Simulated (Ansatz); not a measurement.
F3Si (SMILES F[Si](F)F), doublet, geometry from GFN2-xTB; Ansatz (a quantum-chemistry and plane-wave program) with SVWN5/def2-TZVP.

Ansatz was given this input:
Ansatz 0.2 input:
```yaml
crystal:
  periodic: [false, false, false]
  atoms:
    - {symbol: F, position_ang: [1.45897544, 0.00611585, -0.16670084]}
    - {symbol: Si, position_ang: [-0.01625899, -0.01100853, 0.42782874]}
    - {symbol: F, position_ang: [-0.71842192, 1.26220476, -0.21712895]}
    - {symbol: F, position_ang: [-0.71526175, -1.25119624, -0.28168158]}
basis:
  gaussian:
    orbitals: def2-TZVP
    point_charges:
      - {charge: 1.0, position_ang: [3.9667, 2.0457, -0.1067]}
hamiltonian:
  xc: {name: SVWN5}
magnetization: {spin_polarized: true, initial_magnetization: 1}
```

Question: Write the output that Ansatz gives for this input, abridged.

Answer: 
```
Functional definition: SVWN5
720 factors; their error is unknown
mean field evaluation 1: about -15949.3982 eV, gradient 3.9e1 eV
mean field evaluation 2: about -15931.6179 eV, gradient 8.9e1 eV
mean field evaluation 4: about -15953.5804 eV, gradient 1.9e0 eV
mean field evaluation 8: about -15953.5935 eV, gradient 1.9e-2 eV
mean field evaluation 16: about -15953.5851 eV, gradient 5.4e-5 eV
mean field -15953.58513819 eV, -586.2834401002 hartree, gradient 5.4e-5 eV, S^2 0.750805; 0 other end points of the search recorded, 0 dependent functions left out
reference -15953.58516365 eV, -586.2834410357 hartree; 21, 20 occupied and 109, 110 virtual orbitals, 720 factors
Total energy: -15953.58516365 eV, -586.2834410357 hartree
```
